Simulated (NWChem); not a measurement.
Species: silicon dioxide molecule (SiO2); SMILES O=[Si]=O

```xyz
3

O      0.0000     0.0000    -1.5060
Si     0.0000     0.0000     0.0000
O      0.0000     0.0000     1.5060
```
Atoms are numbered in this order, from 1.

Program: NWChem. Geometry: optimised at PBE0-D3(BJ)/def2-TZVP.

For level N12/def2-SVP:

| Item | Result |
|---|---|
| highest occupied level (eV) | -7.90 |
| orbital gap (eV) | 4.10 |

Question: How do the values read with level LRC-wPBEh/def2-SVP instead?

Answer: The highest occupied level (eV) comes out as -11.49 and the orbital gap (eV) is 10.14.
